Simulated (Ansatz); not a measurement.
`[SiH3][CH]1[GaH][Se]1` → `[CH2]1[GaH][Se]1` + `[SiH2]` at 600 K and 1 bar (silylene formation by 1,1-elimination).

Isolated molecules relaxed with PBE0-D4/def2-TZVP in Ansatz; ΔE leaves out vibrations. CCSD(T)/CBS adds triple-zeta CCSD(T) − MP2 to the extrapolated MP2 energy (def2 sets, frozen cores). This one scheme is used for every species. For Ga, Se outer-core shells are correlated without core-valence functions, which leaves a few kJ/mol of doubt a bond. Scalar relativity is left out up to krypton.

```csv
species,CCSD(T)/CBS energy (Eh),H − E (kJ/mol),S (J/(mol·K))
`[SiH3][CH]1[GaH][Se]1`,-4654.77600,187.4,445.2
`[CH2]1[GaH][Se]1`,-4364.48890,127.1,358.4
`[SiH2]`,-290.19011,52.1,233.9
```

H − E and S are ideal-gas, rigid-rotor, harmonic terms from PBE0-D4/def2-TZVP, for one conformer and one mirror image of each species. 1 Eh = 2625.50 kJ/mol, R = 8.31446 J/(mol·K).

Task: By hand: ΔE, ΔH, ΔS and ΔG.

Result: ΔE = (-4364.48890) + (-290.19011) − (-4654.77600) = 0.09699 Eh = 254.6 kJ/mol. Δ(H − E) = 127.1 + 52.1 − 187.4 = -8.2, so ΔH = 246.4 kJ/mol. ΔS = 358.4 + 233.9 − 445.2 = 147.1 J/(mol·K). ΔG = 246.4 − 600 × (147.1)/1000 = 158.1 kJ/mol.

Task: By hand: the equilibrium constant, and the temperature at which ΔG would vanish if ΔH and ΔS stayed fixed.

Result: log₁₀ K = −ΔG/(RT ln 10) = -13.8. ΔG = 0 at ΔH/ΔS = 1675 K.

The number of gas molecules changes by +1, which sets the sign of ΔS. A doubt of 5 kJ/mol in ΔE shifts log₁₀ K by 0.4 here. Other conformers and mirror images would add mixing entropy, several J/(mol·K) or more a flexible species. These are equilibria of isolated gas molecules and say nothing of rates. Largest T1 diagnostic: 0.014 (customary marks: 0.02 for closed shells, 0.045 for open ones).
